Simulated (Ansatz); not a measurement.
Method: frozen-core CCSD(T)/def2-TZVPP // B3LYP-D3(BJ)/def2-TZVP run with Ansatz (an electronic-structure program).

Ansatz 0.2 input:
```yaml
crystal:
  periodic: [false, false, false]
  atoms:
    - { symbol: In, position_ang: [0.000003, 0.000002, -0.000005] }
    - { symbol: H, position_ang: [-1.434279, -0.968007, -0.020272] }
    - { symbol: H, position_ang: [-0.121275, 1.72619, 0.013702] }
    - { symbol: H, position_ang: [1.555551, -0.758184, 0.006575] }
basis:
  gaussian: { orbitals: def2-TZVPP }
correlation:
  method: ccsd_t
```

Output:

```
Functional definition: HF
713 factors; integrals over basis functions are off by at most 5.7e-4 eV
mean field evaluation 1: about -5194.6257 eV, gradient 9.4e0 eV
mean field evaluation 2: about -5194.6257 eV, gradient 9.4e0 eV
mean field evaluation 4: about -5195.0308 eV, gradient 1.3e0 eV
mean field evaluation 8: about -5195.0344 eV, gradient 1.9e-4 eV
mean field evaluation 16: about -5195.0344 eV, gradient 1.8e-6 eV
mean field -5195.03440807 eV, -190.9139931759 hartree, gradient 1.8e-6 eV, S^2 0.000000; 0 other end points of the search recorded, 0 dependent functions left out
4 core orbitals not correlated
reference -5195.03440807 eV, -190.9139931759 hartree; 8, 8 occupied and 80, 80 virtual orbitals, 713 factors
second order -8.27346874 eV of doubles, -0.00000000 eV of singles
cycle   1  -8.33506668 eV  change   -6.2e-2 eV  update   7.5e-2
cycle   2  -8.60885517 eV  change   -2.7e-1 eV  update   2.3e-2
cycle   3  -8.64078222 eV  change   -3.2e-2 eV  update   9.7e-3
cycle   4  -8.63752765 eV  change    3.3e-3 eV  update   2.4e-3
cycle   5  -8.63728935 eV  change    2.4e-4 eV  update   5.5e-4
cycle   6  -8.63719734 eV  change    9.2e-5 eV  update   1.7e-4
cycle   7  -8.63719200 eV  change    5.3e-6 eV  update   4.1e-5
cycle   8  -8.63721162 eV  change   -2.0e-5 eV  update   1.3e-5
perturbative correction -0.20041421 eV, -0.0073650865 hartree
Total energy: -5203.87203391 eV, -191.2387699350 hartree
```

Cost: very roughly 2.9 core-seconds.
